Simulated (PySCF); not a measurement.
selenium dioxide (O2Se), SMILES O=[Se]=O.

Coordinates come from a PBE-D3(BJ)/def2-TZVP optimisation.

These are PBE-D3(BJ)/def2-TZVP run with PySCF values and carry that method's errors.

Frequencies are harmonic and unscaled.

| mode | ν (cm⁻¹) | IR (km/mol) | moving atoms (share of kinetic energy) |
|---|---|---|---|
| 1 | 351 | 19.8 | O 82 %, Se 18 % |
| 2 | 920 | 9.1 | O 89 %, Se 11 % |
| 3 | 958 | 103.1 | O 78 %, Se 22 % |
